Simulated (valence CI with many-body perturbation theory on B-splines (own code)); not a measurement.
Energy levels of Nd⁴⁶⁺

Level of theory: valence CI with perturbative core correlation (CI+MBPT): four valence electrons over a frozen Dirac-Fock core [Ne], radial functions for each j: 11 s, 11 p, 10 d, 8 f, 5 g, 2 h, with the one-electron correlation potential Σ1 (screened to all orders), the two-electron term Σ2, the three-electron term Σ3, Breit, model QED; selected single and double excitations, second order for the rest, scaled by the run's own slope (own B-spline code, finite nucleus).

No measured spectrum was set against this ion. As an estimate, large intervals hold to a few tenths of a per cent, small ones and those within an open d or f shell to about a per cent. Among the levels kept, up to 590 cm⁻¹ of a level comes from second order outside the variational space, and about a tenth of that is noise between levels of different J, which matters for small intervals.

Levels 136 to 173 of 173, with energies above the lowest level, (3s^2 3p1/2^2) J=0. "Leading %" is the weight of the configuration and term that name the level; weights of strongly mixed levels are sums over their largest components and can fall short, so below about 35 % the name and the second component can differ from the true leading terms, or belong to a minority configuration. In the jj column 3d3/2^4 stands for four electrons in 3d with j = 3/2. Lifetimes count E1, E2, E3, M1 and M2 decay at the calculated energies, and are blank where another channel may lead or the interval is too uncertain; long ones can be off by a factor of two.

```tsv
No.	Configuration	Term	J	E (eV)	Leading %	Second component	Leading jj	Lifetime
136	3s 3p 3d2	3P°	0	813.67	67	12 % 3s 3p 3d2 5D°	3s 3p1/2 3d5/2^2 (76 %)	3.17 ps
137	3p3 3d	3D°	1	817.21	42	23 % 3p3 3d 5D°	3p1/2 3p3/2^2 3d3/2 (75 %)	1.23 ps
138	3p3 3d	3F°	3	818.51	31	26 % 3p3 3d 3D°	3p1/2 3p3/2^2 3d3/2 (76 %)	1.49 ps
139	3p3 3d	1G°	4	823.54	39	37 % 3p3 3d 3G°	3p1/2 3p3/2^2 3d3/2 (84 %)	1.68 ps
140	3p3 3d	5D°	0	824.64	33	22 % 3p3 3d 1S°	3p1/2 3p3/2^2 3d3/2 (74 %)	1.15 ps
141	3p4	3P	0	825.87	53	33 % 3p4 1S	3p3/2^4 (85 %)	558 fs
142	3s 3p 3d2	3P°	1	826.18	45	14 % 3s 3p 3d2 1P°	3s 3p1/2 3d5/2^2 (74 %)	2.65 ps
143	3p3 3d	3F°	2	833.26	35	21 % 3p3 3d 1D°	3p1/2 3p3/2^2 3d3/2 (79 %)	1.13 ps
144	3p3 3d	3F°	2	840.57	24	23 % 3p3 3d 3P°	3p1/2 3p3/2^2 3d3/2 (68 %)	1.13 ps
145	3p3 3d	3P°	1	840.70	25	16 % 3p3 3d 3S°	3p1/2 3p3/2^2 3d3/2 (61 %)	943 fs
146	3p3 3d	3D°	3	843.85	31	16 % 3p3 3d 3G°	3p1/2 3p3/2^2 3d3/2 (69 %)	957 fs
147	3p3 3d	3F°	4	844.47	43	21 % 3p3 3d 5D°	3p1/2 3p3/2^2 3d5/2 (82 %)	1.85 ps
148	3p3 3d	3G°	5	848.62	76	8 % 3s 3p 3d2 3H°	3p1/2 3p3/2^2 3d5/2 (76 %)	2.87 ps
149	3p3 3d	3D°	3	849.55	34	17 % 3p3 3d 5D°	3p1/2 3p3/2^2 3d5/2 (69 %)	1.37 ps
150	3p3 3d	1G°	4	851.80	31	21 % 3p3 3d 5D°	3p1/2 3p3/2^2 3d5/2 (79 %)	1.63 ps
151	3p3 3d	3D°	1	854.96	26	23 % 3p3 3d 1P°	3p1/2 3p3/2^2 3d3/2 (60 %)	977 fs
152	3s 3p 3d2	5D°	0	855.41	30	23 % 3p3 3d 3P°	3p1/2 3p3/2^2 3d5/2 (45 %)	1.62 ps
153	3p2 3d2	3F	2	855.99	38	30 % 3p2 3d2 5G	3p1/2^2 3d3/2^2 (96 %)	8.15 ps
154	3s 3p 3d2	5D°	0	858.28	53	14 % 3p3 3d 3P°	3s 3p3/2 3d3/2^2 (62 %)	1.02 ps
155	3s 3p 3d2	5D°	2	858.82	35	32 % 3s 3p 3d2 5F°	3s 3p3/2 3d3/2^2 (69 %)	918 fs
156	3s 3p 3d2	5D°	1	858.90	47	13 % 3p3 3d 3D°	3s 3p3/2 3d3/2^2 (61 %)	889 fs
157	3s 3p 3d2	5F°	3	860.08	39	18 % 3s 3p 3d2 5D°	3s 3p3/2 3d3/2^2 (69 %)	1.00 ps
158	3p3 3d	1P°	1	861.24	24	20 % 3p3 3d 3P°	3p1/2 3p3/2^2 3d5/2 (61 %)	1.37 ps
159	3s 3p 3d2	5F°	4	863.22	34	20 % 3s 3p 3d2 5G°	3s 3p3/2 3d3/2^2 (61 %)	1.14 ps
160	3p3 3d	3P°	2	865.62	37	28 % 3p3 3d 3D°	3p1/2 3p3/2^2 3d5/2 (84 %)	1.91 ps
161	3p3 3d	3F°	3	871.83	32	24 % 3p3 3d 1F°	3p1/2 3p3/2^2 3d5/2 (82 %)	1.67 ps
162	3s 3p 3d2	5G°	5	872.33	48	34 % 3s 3p 3d2 5F°	3s 3p3/2 3d3/2 3d5/2 (77 %)	1.67 ps
163	3p2 3d2	3P	0	873.81	55	34 % 3p2 3d2 5D	3p1/2^2 3d3/2^2 (94 %)	7.46 ps
164	3s 3p 3d2	5G°	6	875.58	82	18 % 3s 3p 3d2 3H°	3s 3p3/2 3d3/2 3d5/2 (61 %)	4.28 ps
165	3p3 3d	1F°	3	875.70	34	12 % 3p3 3d 3G°	3p1/2 3p3/2^2 3d5/2 (66 %)	1.43 ps
166	3s 3p 3d2	5S°	2	876.42	32	25 % 3s 3p 3d2 5P°	3s 3p3/2 3d3/2^2 (55 %)	986 fs
167	3s 3p 3d2	5D°	4	877.49	47	23 % 3s 3p 3d2 3F°	3s 3p3/2 3d3/2 3d5/2 (79 %)	1.44 ps
168	3p3 3d	1D°	2	878.24	21	12 % 3p3 3d 3D°	3p1/2 3p3/2^2 3d5/2 (57 %)	1.19 ps
169	3p3 3d	3D°	1	879.74	24	20 % 3p3 3d 3S°	3p1/2 3p3/2^2 3d5/2 (67 %)	1.04 ps
170	3s 3p 3d2	5P°	3	880.93	45	32 % 3s 3p 3d2 5D°	3s 3p3/2 3d3/2 3d5/2 (87 %)	1.85 ps
171	3p3 3d	3D°	2	881.12	47	17 % 3p3 3d 3P°	3p1/2 3p3/2^2 3d5/2 (72 %)	1.07 ps
172	3s 3p 3d2	3D°	1	882.85	41	19 % 3s 3p 3d2 5D°	3s 3p3/2 3d3/2^2 (45 %)	843 fs
173	3s 3p 3d2	3F°	2	888.80	46	21 % 3s 3p 3d2 5D°	3s 3p3/2 3d3/2 3d5/2 (47 %)	905 fs
```
